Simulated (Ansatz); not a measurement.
Ansatz (an electronic-structure program) input file for Zn(NH3)4 (H12N4Zn), SMILES [NH3]->[Zn+2](<-[NH3])(<-[NH3])<-[NH3], charge +2, PBE/def2-SVPD. The structure is a stationary point at ωB97X-D3(BJ)/def2-SVP. The isomer is the one that the SMILES or the coordinates give; other isomers of the formula were not compared.

Ansatz 0.2 input:
```yaml
crystal:
  periodic: [false, false, false]
  atoms:
    - {symbol: Zn, position_ang: [-0.00000000, 0.00000000, -0.00000000]}
    - {symbol: N, position_ang: [1.19574599, -1.19574599, 1.19574600]}
    - {symbol: H, position_ang: [1.81953919, -0.66972985, 1.81953919]}
    - {symbol: H, position_ang: [1.81953920, -1.81953919, 0.66972984]}
    - {symbol: H, position_ang: [0.66972985, -1.81953919, 1.81953919]}
    - {symbol: N, position_ang: [-1.19574599, -1.19574600, -1.19574599]}
    - {symbol: H, position_ang: [-1.81953919, -0.66972984, -1.81953919]}
    - {symbol: H, position_ang: [-1.81953919, -1.81953919, -0.66972985]}
    - {symbol: H, position_ang: [-0.66972984, -1.81953919, -1.81953919]}
    - {symbol: N, position_ang: [-1.19574599, 1.19574600, 1.19574600]}
    - {symbol: H, position_ang: [-0.66972985, 1.81953919, 1.81953919]}
    - {symbol: H, position_ang: [-1.81953919, 0.66972984, 1.81953919]}
    - {symbol: H, position_ang: [-1.81953919, 1.81953919, 0.66972985]}
    - {symbol: N, position_ang: [1.19574599, 1.19574599, -1.19574600]}
    - {symbol: H, position_ang: [1.81953919, 1.81953919, -0.66972985]}
    - {symbol: H, position_ang: [0.66972984, 1.81953919, -1.81953918]}
    - {symbol: H, position_ang: [1.81953919, 0.66972985, -1.81953919]}
basis:
  gaussian:
    orbitals: def2-SVPD
hamiltonian:
  xc: {name: PBE}
total_charge: 2
```

It prints:

```
WARN ansatz: RAYON_NUM_THREADS=2 ignored (pool sized by the plan → 2); use --threads N
Functional definition: PBE
integrals: 0.18 GiB planned
1847 factors; their error is unknown
mean field: 1.14 GiB planned
mean field evaluation 1: about -54487.8011 eV, gradient 1.7e2 eV
mean field evaluation 2: about -54394.3635 eV, gradient 2.4e2 eV
mean field evaluation 4: about -54537.7872 eV, gradient 2.0e1 eV
mean field evaluation 8: about -54538.2062 eV, gradient 3.3e-1 eV
mean field evaluation 16: about -54538.2064 eV, gradient 1.8e-5 eV
mean field -54538.20639926 eV, -2004.2421178487 hartree, gradient 1.8e-5 eV, S^2 0.000000; 0 other end points of the search recorded, 0 dependent functions left out
reference -54538.20646539 eV, -2004.2421202788 hartree; 34, 34 occupied and 176, 176 virtual orbitals, 1847 factors
Total energy: -54538.20646539 eV, -2004.2421202788 hartree
```

Self-consistency was reached.

Cost: roughly 7 core-seconds.
